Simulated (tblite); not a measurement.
C2H3O, charge -1, singlet, geometry from GFN2-xTB; GFN1-xTB run with tblite 0.6.0.

Input for tblite:
```
$ tblite run mol.xyz --method gfn1 --charge -1 --spin 0 --guess eeq --json tblite.json --no-restart

# file mol.xyz
6

C      0.12758253     0.83909514    -0.40587053
O      0.01305692    -0.00449006     0.83668314
C      0.01266963    -0.63253186    -0.40519283
H     -0.93552180     1.24899715    -0.58229583
H     -0.91341079    -1.19766682    -0.63989719
H      0.90296421    -1.25478943    -0.60489199
```

What the program printed (banner, timings and long lists left out):

```
xTB calculator
 | screened Coulomb repulsion
 | Coulomb electrostatics
 |  * isotropic Klopman-Ohno-Mataga-Nishimoto electrostatics
 |  * onsite third-order electrostatics
 | DFT-D3(BJ) dispersion correction

halogen bonding energy    0.0000000000000E+00 Eh
repulsion energy          7.0044304295554E-02 Eh
dispersion energy        -9.6931550598268E-04 Eh
number of electrons       1.8000000000000E+01 e
integral cutoff           1.9731147476801E+01 bohr

------------------------------------------------------------
  cycle        total energy    energy error   density error
------------------------------------------------------------
      1     -10.59124420628  -1.0660319E+01   5.7037892E-01
      2     -10.63211664988  -4.0872444E-02   3.3453213E-01
      3     -10.63255151714  -4.3486725E-04   8.4129851E-02
      4     -10.63304137706  -4.8985992E-04   8.1563015E-03
      5     -10.63308511519  -4.3738135E-05   2.3408441E-03
      6     -10.63308866214  -3.5469442E-06   9.5858545E-04
      7     -10.63308935221  -6.9007302E-07   1.6954326E-04
      8     -10.63308937054  -1.8336348E-08   5.1659675E-06
------------------------------------------------------------

electronic energy        -1.0702164359334E+01 Eh
total energy             -1.0633089370545E+01 Eh

Post processing:
 | Mayer-Wiberg bond orders

[Info] JSON dump of results written to 'tblite.json'
```
